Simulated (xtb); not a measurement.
A run for xtb: GFN-FF on C2H6O (SMILES COC).

```
$ xtb mol.xyz --gfnff --sp --chrg 0 --uhf 0
9

C     -0.97844503     0.99296189     3.41820847
O      0.10176944     0.12893269     3.05646030
C     -0.04228860    -1.19450103     3.57803282
H     -1.04813825     1.05389393     4.50625392
H     -1.91970962     0.62124796     3.00450067
H     -0.75417480     1.97198554     3.00400007
H     -0.10292729    -1.15262050     4.66751995
H      0.83930865    -1.75265539     3.27534267
H     -0.93984253    -1.66911819     3.17253490
```

Task: Predict the final total energy.

Result: -1.2089 hartree.
